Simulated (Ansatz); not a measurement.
Cost and result up the ladder for the cluster Ga3As4 (7 atoms). Total charge 0; doublet. Geometry: PBE-D4/def2-SVP.

```xyz
7

Ga    1.935   -1.230    0.771
Ga    1.114    1.076   -0.966
Ga   -1.053   -1.116    0.987
As    0.582    0.934    1.695
As   -1.322    1.654    0.386
As    0.266   -1.473   -1.357
As   -1.521    0.155   -1.515
```

Ansatz on 4 threads of Intel Xeon on a shared host. Times are rough, and most runs start from the orbitals of an earlier one. PBE0-D4/def2-SVP serves as the yardstick here, not as an exact answer. Differences are given only for rows in sets of like size (and for xTB, whose basis is part of the method), since another set adds its own error. Binding counts from free atoms at the same level (Ga doublet, As quartet; other spins of the atoms weren't run), without zero-point energy or a counterpoise term.

The 6-31G sets use Cartesian d functions. B3LYP takes the VWN-RPA correlation. Correlated methods freeze 63 core orbitals; core or outer-core shells of Ga, As are correlated, in sets that lack core-valence functions. The structure comes from a short search, and lower isomers may exist.

Run but left out: HF/STO-3G, MP2/def2-SVP (⟨S²⟩ 0.93 to 3.88, where a pure state has 0.75).

Correlated methods converge slowly with the basis, most of all in double-zeta sets.

```csv
level,functions,wall time,binding energy per atom (eV),difference from PBE0-D4/def2-SVP (eV),remarks
PBE-D4/def2-SVP,224,17 s,2.59,0.19,–
B3LYP-D4/6-31G,203,36 s,2.13,–,–
r2SCAN-D4/def2-SVP,224,40 s,2.41,0.01,–
RPA@PBE/def2-SVP,224,42 s,1.91,-0.49,–
PBE0-D4/def2-SVP (with forces),224,57 s,2.40,0.00,–
HF/6-31G,203,58 s,0.33,–,spin-contaminated (⟨S²⟩ 0.92)
HF/def2-SVP,224,72 s,0.75,-1.65,spin-contaminated (⟨S²⟩ 0.93)
```
